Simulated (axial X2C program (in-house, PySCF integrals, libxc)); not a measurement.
**TeBr: nuclear properties from DFT to coupled cluster**

Calculated with an axial X2C code built on PySCF integrals: two-component X2C with atomic mean-field Coulomb and Gaunt terms, Gaussian nuclei, basis Te dyall-acv3z, Br dyall-acv3z with contracted cores.

R = 2.475 Å (near the PBE0 minimum at charge 0 of the determinant lowest at the starting distance; the state shown can have its own minimum elsewhere); state Ω = 3/2 (⟨Sz⟩ = 0.51, ⟨Lz⟩ = 0.99 at PBE0).

```csv
level,Eeff magnitude (GV/cm),Ws magnitude Te (kHz),A∥/gI Te (MHz),qzz Te (a.u.),A∥/gI Br (MHz),μ (D)
PBE0,1.65,0.636,555,10.16,87.1,-1.13
HF,4.76,1.81,612,10.45,46.9,-1.64
B3LYP,1.29,0.503,576,10.30,95.7,-1.11
```

Eeff is the effective electric field on the electron electric dipole moment in this Ω state and Ws the scalar–pseudoscalar constant of the nucleus named (defined with the proton number Z and per Ω); A∥ (defined per Ω) follows by multiplying with gI = μI/(I μN); qzz is the electric field gradient, eQq0 = 234.96 MHz × Q/barn × qzz; μ is positive if the Br end (last atom) is positive. The operators were transformed with the bare-nucleus X2C matrices; with these basis sets, hyperfine constants and field gradients can be off by tens of per cent, and where levels differ in sign neither size nor sign is settled.

Finite-field MP2, CCSD and CCSD(T), with 23 electrons correlated in 129 natural virtual spinors (MP2 remainder added):

```json
{"level": "MP2", "Eeff magnitude (GV/cm)": "0.318", "Ws magnitude Te (kHz)": "0.188", "A∥/gI Te (MHz)": "510", "qzz Te (a.u.)": "9.90", "A∥/gI Br (MHz)": "63.9", "μ (D)": "-1.29"}
{"level": "CCSD", "Eeff magnitude (GV/cm)": "1.51", "Ws magnitude Te (kHz)": "0.556", "A∥/gI Te (MHz)": "587", "qzz Te (a.u.)": "9.78", "A∥/gI Br (MHz)": "67.9", "μ (D)": "-1.27"}
{"level": "CCSD(T)", "Eeff magnitude (GV/cm)": "1.25", "Ws magnitude Te (kHz)": "0.46", "A∥/gI Te (MHz)": "584", "qzz Te (a.u.)": "9.62", "A∥/gI Br (MHz)": "74.7", "μ (D)": "-1.18"}
```

T1 = 0.013 (Lee–Taylor). One unrestricted determinant, the lowest of a limited PBE0 search, is the reference; the functionals treat spin collinearly. The sign of Eeff is opposite to CCSD(T) at MP2. Eeff spreads by more than a factor of two over the levels. Correlation of the inner shells is missing, which matters for properties at the nucleus. Number of frozen shells: Te 4 s, 3 p, 1 d; Br 3 s, 2 p, 1 d.

Problem. By how much does correlation change each value, CCSD(T) against HF?

Solution. Eeff magnitude -74 %; Ws magnitude Te -75 %; A∥/gI Te -5 %; qzz Te -8 %; A∥/gI Br 59 %; μ -28 %.
